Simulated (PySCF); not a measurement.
SMILES C[S][Be][O][SiH3], singlet, PBE0/def2-SVP optimised geometry.

```
11

Be    -1.56    -1.86     2.46
S     -2.20    -2.80     3.99
C     -4.01    -2.56     3.83
H     -4.28    -1.50     3.87
H     -4.46    -3.06     4.70
H     -4.40    -3.02     2.92
O     -1.07    -1.16     1.34
Si    -0.50    -0.37     0.00
H     -0.99     1.05     0.00
H     -0.99    -1.05    -1.24
H      0.99    -0.37     0.00
```

Density from PBE0/def2-TZVP in PySCF at that geometry.

Minimum of the electron density along straight lines between bonded atoms, close to the bond critical point (lines longer than 1.1 times the sum of covalent radii, or with two minima, are not listed):

```csv
bond,length / Å,ρ at the minimum / e bohr⁻³,∇²ρ there / e bohr⁻⁵,position (fraction from the first atom)
Be1–S2,1.901,…,0.27,0.31
S2–C3,1.833,…,-0.26,0.53
C3–H4,1.098,0.276,-0.94,0.65
C3–H5,1.098,0.276,-0.94,0.65
C3–H6,1.098,0.276,-0.94,0.65
Be1–O7,1.417,0.131,1.18,0.36
O7–Si8,1.651,0.132,…,0.59
Si8–H9,1.494,0.121,0.14,0.49
Si8–H10,1.494,0.121,0.14,0.49
Si8–H11,1.493,0.121,0.14,0.49
```

Problem. Complete the blanks.

Solution. 
- Be1–S2, ρ at the minimum / e bohr⁻³: 0.086
- S2–C3, ρ at the minimum / e bohr⁻³: 0.171
- O7–Si8, ∇²ρ there / e bohr⁻⁵: 0.82
